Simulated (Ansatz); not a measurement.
C2H2F2Ge, SMILES `F[C]1=[C](F)[GeH2]1`. Total charge 0; spin multiplicity 1. Correlated methods include outer-core shells of Ge, which these sets cover unevenly. Scalar relativity is left out up to krypton.

```xyz
7

F     0.648    0.279   -2.213
C     0.291    0.191   -0.947
C     0.161    0.991    0.094
F     0.326    2.269    0.376
Ge   -0.308   -0.806    0.581
H    -1.776   -1.233    0.727
H     0.658   -1.692    1.382
```

(1) Give the diagnostics of a CCSD(T)/def2-TZVPP run (frozen core, Ansatz). (An estimate is asked.)

Answers

(1) Computed: T1 = 0.0140, largest single amplitude 0.032, largest double 0.065, (T) share of the correlation energy 3.9 %, 9 CCSD cycles. The RHF solution is stable towards an unrestricted one. T1 lies under the customary mark of 0.02 for closed shells.
